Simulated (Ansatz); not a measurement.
Cost and result up the ladder for Al₁₀P₁₀H₃₀, a nanocrystal cut from zinc blende AlP (hydrogen-capped) (50 atoms). Charge 0, multiplicity 1. Geometry: r2SCAN-D4/def2-SVP.

Cartesian coordinates in Å:
```
Al 0.0007 2.8031 -1.1660
Al 3.0910 0.2410 -3.1595
Al 1.7010 1.5347 1.9957
Al 4.0141 -1.2445 0.2054
Al -1.3032 0.2654 -3.9894
Al -2.1237 1.3580 1.6753
Al -3.9810 -0.9581 -1.6725
Al 0.0931 -1.0831 -0.4801
Al 1.1385 -2.6978 3.3135
Al -2.4414 -2.6276 2.1806
P 1.8786 2.3381 -2.6370
P -1.7615 2.3246 -2.7353
P -0.0805 1.0871 0.4823
P 2.2571 -1.2564 -1.4400
P 3.7548 1.1214 0.8038
P 1.8662 -0.3402 3.5292
P -1.6118 -1.2332 -2.1279
P -3.9458 0.5876 0.2628
P -2.2428 -0.4378 3.2759
P -0.2046 -2.6388 1.2904
H 0.0537 4.2839 -0.5958
H 2.7570 -0.2288 -4.6363
H 4.5749 0.6261 -2.7035
H 1.6100 2.9241 2.7577
H 5.4403 -1.5644 -0.4166
H 3.5405 -1.8701 1.6001
H 0.2394 0.5614 -4.2923
H -2.3518 0.0051 -5.1532
H -2.3868 2.8192 2.2370
H -4.5113 0.0183 -2.8232
H -4.7365 -2.2986 -1.2907
H 2.4028 -3.6512 3.2370
H 0.0798 -2.7912 4.5093
H -3.5263 -2.2170 1.0791
H -2.6958 -3.8088 3.2112
H 1.5403 2.9707 -3.8632
H 2.8578 3.2799 -2.2090
H -1.8143 3.4422 -3.6101
H -3.0442 2.4529 -2.1436
H 2.2975 -2.5621 -2.0072
H 3.9720 2.0634 -0.2341
H 4.7898 1.5310 1.6857
H 3.2185 -0.3313 3.9653
H 1.2820 0.1661 4.7253
H -1.4685 -2.5331 -2.6914
H -4.5661 1.7964 -0.1636
H -4.9505 0.1778 1.1798
H -3.3905 -0.1635 4.0656
H -1.2560 -0.3223 4.2878
H -0.0564 -3.9196 0.6857
```

Ansatz on 2 threads of AMD EPYC 7R13 on a shared host and a share (18 GiB) of an NVIDIA H100 80GB HBM3. Times are rough, and most runs start from the orbitals of an earlier one. No level here is sound enough to serve as a yardstick. Binding counts from free atoms at the same level (Al doublet, P quartet, H doublet; other spins of the atoms weren't run), without zero-point energy or a counterpoise term.

B3LYP takes the VWN-RPA correlation. Correlated methods freeze 100 core orbitals. The rows differ in basis, and correlated rows in double-zeta sets carry the largest basis error. Single mean-field runs in def2-SVP, def2-TZVP are fitted with def2-universal-jkfit.

Correlated methods converge slowly with the basis, most of all in double-zeta sets.

| level | functions | wall time | binding energy per atom (eV) |
| --- | --- | --- | --- |
| HF/STO-3G | 210 | 3.6 s | 3.35 |
| revPBE-D4/def2-SVP | 510 | 4.4 s | 2.86 |
| BHLYP-D4/def2-SVP | 510 | 6.5 s | 2.88 |
| HF/6-31G | 320 | 6.5 s | 1.72 |
| PBE0-D4/def2-SVP | 510 | 7 s | 2.89 |
| PBE-D4/def2-SVP (with forces) | 510 | 7 s | 2.90 |
| PBE-D4/def2-TZVP | 920 | 8 s | 2.89 |
| B3LYP-D4/6-31G | 320 | 8 s | 2.66 |
| MP2/def2-SVP | 510 | 9 s | 2.64 |
| r2SCAN-D4/def2-SVP (with forces) | 510 | 9.5 s | 2.91 |
| PBE0-D4/def2-TZVP | 920 | 11 s | 2.88 |
| ωB97M-V/def2-SVP | 510 | 15 s | 2.95 |
